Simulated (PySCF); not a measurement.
# Computed properties of fluoro(silyloxy)silane (FH₅OSi₂), SMILES F[SiH2]O[SiH3]

fluoro(silyloxy)silane (FH5OSi2), SMILES O([SiH2]F)[SiH3]. The structure is a stationary point at B3LYP-D3(BJ)/def2-SVP. One conformer was computed; it need not be the lowest. All values are computed for the isolated molecule unless a solvent is named; none is compared with measurement here.

**Structure.** All 21 harmonic modes at B3LYP-D3(BJ)/def2-SVP (PySCF) are real, so it is a minimum. With heavy atoms numbered as in [SiH3:1][O:2][SiH2:3][F:4], the shortest bond between them is Si3–F4 at 1.624 Å and the longest Si1–O2 at 1.666 Å.

**Vibrations.** The strongest infrared lines (harmonic, unscaled, degenerate partners summed) lie at 952 cm⁻¹ (611 km/mol, H 83 %, Si 14 %), 1127 cm⁻¹ (400 km/mol, O 75 %, Si 17 %, H 8 %), 986 cm⁻¹ (194 km/mol, H 82 %, Si 14 %). The softest mode is at 30 cm⁻¹ and the zero-point energy is 31.6 kcal/mol.

**Electronic structure.** HF/def2-TZVP (PySCF) places the frontier levels at -12.57 and 2.99 eV, a gap of 15.56 eV, and gives a dipole moment of 1.41 D and a mean polarisability of 46.9 bohr³.

**Excitations.** TDDFT-CAM-B3LYP/def2-SVPD (PySCF) has S1 at 7.63 eV (163 nm, f = 0.001, dark); the most intense of the 10 singlets computed lies at 8.81 eV (f = 0.09). T1 (TDA) is at 7.23 eV. No vertical singlet excitation falls in the visible range (under 3.1 eV).

**NMR.** GIAO shifts at KT2/pcSseg-1 (PySCF) (non-relativistic, atoms alike by connectivity averaged): ¹H from 5.4 to 5.5 ppm against TMS; ²⁹Si from -32.3 to -22.1 ppm against TMS; ¹⁹F at -188.0 ppm against CFCl3.
